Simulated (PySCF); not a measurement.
SMILES c1c(CC)ccc(c1)Cl, GFN2-xTB optimised geometry.

```
18

C     -1.67    -2.66    -1.50
C     -1.48    -2.20    -0.05
C     -0.72    -0.91     0.00
C     -1.38     0.31     0.00
C     -0.68     1.51     0.00
C      0.70     1.48     0.00
Cl     1.58     2.97     0.00
C      1.38     0.28     0.00
C      0.67    -0.91     0.00
H     -0.70    -2.80    -1.97
H     -2.21    -1.90    -2.07
H     -2.22    -3.59    -1.54
H     -0.94    -2.97     0.50
H     -2.46    -2.07     0.41
H     -2.46     0.33     0.00
H     -1.21     2.45     0.00
H      2.46     0.27     0.00
H      1.20    -1.85     0.00
```

Density from CAM-B3LYP/def2-SVP (PySCF) at that geometry.

Minimum of the electron density along straight lines between bonded atoms, close to the bond critical point (lines longer than 1.1 times the sum of covalent radii, or with two minima, are not listed):

```
bond    length / Å  ρ at the minimum / e bohr⁻³  ∇²ρ there / e bohr⁻⁵  position (fraction from the first atom)
------  ----------  ---------------------------  --------------------  ---------------------------------------
C1–C2        1.530                        0.242                 -0.56                                     0.50
C2–C3        1.502                        0.258                 -0.62                                     0.49
C3–C4        1.389                        0.313                 -0.80                                     0.50
C4–C5        1.383                        0.314                 -0.82                                     0.50
C5–C6        1.385                        0.315                 -0.82                                     0.49
C6–Cl7       1.731                        0.201                 -0.30                                     0.42
C6–C8        1.385                        0.315                 -0.82                                     0.51
C3–C9        1.390                        0.312                 -0.80                                     0.50
C8–C9        1.383                        0.315                 -0.82                                     0.50
C1–H10       1.087                        0.278                 -1.03                                     0.63
C1–H11       1.088                        0.278                 -1.03                                     0.63
C1–H12       1.087                        0.277                 -1.03                                     0.63
C2–H13       1.092                        0.277                 -1.02                                     0.63
C2–H14       1.091                        0.277                 -1.02                                     0.63
C4–H15       1.080                        0.283                 -1.09                                     0.63
C5–H16       1.079                        0.285                 -1.11                                     0.64
C8–H17       1.079                        0.285                 -1.11                                     0.64
C9–H18       1.080                        0.283                 -1.09                                     0.63
```
